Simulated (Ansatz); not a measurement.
C9H8O2 can be A, `O=C/C=C(\O)c1ccccc1`, or B, `O=CCC(=O)c1ccccc1`.

Program: Ansatz. Geometries: PBE0-D4/def2-TZVP. ΔE: electronic, gas phase. CCSD(T)/CBS is the MP2 limit (def2-TZVPP, def2-QZVPP) plus CCSD(T) − MP2 in def2-TZVPP, frozen cores. DFT in def2-TZVPP. B3LYP here is the variant with VWN-RPA as its local correlation; programs differ in this. One conformer a species, not always the lowest.

A:

```xyz
19

O     0.550   -2.953   -2.646
C     0.270   -3.171   -1.458
C     0.067   -2.153   -0.492
C     0.183   -0.834   -0.872
O     0.477   -0.536   -2.114
C     0.001    0.316    0.021
C     0.163    1.605   -0.489
C    -0.001    2.708    0.329
C    -0.330    2.541    1.666
C    -0.494    1.262    2.182
C    -0.331    0.158    1.366
H     0.171   -4.216   -1.124
H    -0.172   -2.429    0.523
H     0.571   -1.430   -2.597
H     0.420    1.726   -1.534
H     0.129    3.704   -0.078
H    -0.458    3.405    2.307
H    -0.752    1.127    3.226
H    -0.464   -0.831    1.784
```

B:

Z-matrix (Å, degrees):
```
C
C 1 1.508
C 1 1.523 2 110.0
H 1 1.092 2 108.2 3 115.3
H 1 1.089 2 109.3 3 -124.3
O 2 1.199 1 124.2 3 116.0
H 2 1.109 1 114.6 3 -63.4
O 3 1.209 1 119.7 2 93.0
C 3 1.484 1 118.4 2 -85.4
C 9 1.394 3 122.4 1 8.9
C 9 1.395 3 118.0 1 -172.3
C 10 1.386 9 120.0 3 178.7
H 10 1.083 9 120.6 3 0.2
C 11 1.381 9 120.3 3 -179.4
H 11 1.083 9 118.4 3 0.6
C 12 1.386 10 120.0 9 0.7
H 12 1.083 10 119.8 9 -179.3
H 14 1.084 11 120.0 9 -179.5
H 16 1.084 12 119.9 10 179.5
```

Which isomer does CCSD(T)/CBS put lower? Give the gap. (Estimate.)

Ansatz gave: A, by 4.5 kcal/mol.

Give E(B) − E(A) in kcal/mol with PBE0-D4, B3LYP, ωB97M-V, r2SCAN-D4, B2PLYP, CCSD/def2-TZVPP, MP2/def2-TZVPP. (Best estimate.)

Computed: PBE0-D4 8.1, B3LYP 6.9, ωB97M-V 4.6, r2SCAN-D4 9.3, B2PLYP 5.9, CCSD/def2-TZVPP 1.6, MP2/def2-TZVPP 5.0. None reverses the order clearly.

Largest T1 diagnostic: 0.016.

From r2SCAN to r2SCAN0 (25 % exact exchange), in def2-TZVPP and without D4, E(B) − E(A) moves by −1.1 kcal/mol. At CCSD(T), def2-SVP lies −3.6 kcal/mol from the extrapolated value and def2-TZVPP −1.0 kcal/mol.
